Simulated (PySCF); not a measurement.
# Reading the logs of faulty runs: B2CH6N

Calculated results; nothing here was measured. The program is PySCF 2.14.0, an open-source quantum chemistry code, run on an isolated molecule that a program drew, which may never have been made. The molecule is B2CH6N (charge 0, doublet), drawn as the SMILES string `[BH]BNC`.

Each row is a Hartree-Fock (HF) and frozen-core CCSD(T) single point in the cc-pVDZ basis, meant for a local HF minimum. Run 1 is clean. Each other run has one planted mistake out of seven kinds, and not every kind appears here: one electron removed, one electron added, multiplicity raised by two, geometry at a saddle point, minimal basis STO-3G, one bond length entered in bohr, all coordinates scaled. The reference is restricted for singlets and unrestricted otherwise, and also for a bond in bohr. Adding or removing an electron swaps singlet and doublet. Electrons count all cores. HOMO and LUMO are orbital energies over both spins, the gradient is its largest component, and the lowest frequency (negative if imaginary) is given only where the gradient is small. Bond lengths are over the 9 bonds as drawn. T1 is the CCSD diagnostic: over 0.02 (restricted) or 0.045 (unrestricted) a single reference is doubtful.

Geometry of the clean run:
```xyz
10
B2CH6N, angstrom
B     1.7309    0.7245   -1.3534
B     1.4220   -0.5397   -0.3058
N     0.1804   -0.8668    0.2420
C    -0.0969   -1.9218    1.1919
H     1.8844    1.0547   -2.4882
H     2.3812   -1.1902    0.0402
H    -0.6305   -0.3412   -0.0144
H     0.8261   -2.4480    1.4273
H    -0.5101   -1.5247    2.1235
H    -0.8099   -2.6472    0.7900
```

```
run,electrons,basis functions,<S^2>,HOMO (eV),LUMO (eV),gradient (hartree/bohr),lowest frequency (cm^-1),mean bond (Å),longest bond (Å),T1,HF (hartree),CCSD(T) (hartree),mistake
1,29,86,0.761,-8.12,1.95,4.8e-05,151,1.2433,1.671,0.0159,-145.13711,-145.65939,no fault
2,29,26,0.758,-6.36,7.11,3.6e-02,-,1.2433,1.671,0.0182,-143.31559,-143.53257,minimal basis STO-3G
3,29,86,1.664,-8.62,1.25,4.3e-02,-,1.3863,2.733,0.0584,-144.99946,-145.49971,one bond length entered in bohr
4,29,86,3.794,-5.32,-1.01,1.4e-01,-,1.2433,1.671,0.0768,-144.97978,-145.47601,multiplicity raised by two
5,30,86,0.000,0.53,8.37,5.2e-02,-,1.2433,1.671,0.0156,-145.07653,-145.63596,?
6,28,86,0.000,-15.90,-6.04,5.5e-02,-,1.2433,1.671,0.0253,-144.87708,-145.39630,?
```

**Which mistake was planted in run 5, and what did it cost?**

It counts 30 electrons, one more than the clean run, at the same geometry and basis. So the mistake is: one electron added. Subtracting run 1 and multiplying by 627.51 kcal/mol a hartree, the energy moved by 38.0 kcal/mol in HF and 14.7 kcal/mol in CCSD(T).

**Which mistake was planted in run 6, and what did it cost?**

It counts 28 electrons, one fewer than the clean run, at the same geometry and basis. So the mistake is: one electron removed. Subtracting run 1 and multiplying by 627.51 kcal/mol a hartree, the energy moved by 163.2 kcal/mol in HF and 165.1 kcal/mol in CCSD(T).

Cautions from the logs. Run 3: T1 is over the limit, so its CCSD(T) energy is less reliable; run 4: T1 is over the limit, so its CCSD(T) energy is less reliable; run 5: the HOMO is above zero, so the electron isn't bound and the energy depends on the basis; run 6: T1 is over the limit, so its CCSD(T) energy is less reliable.
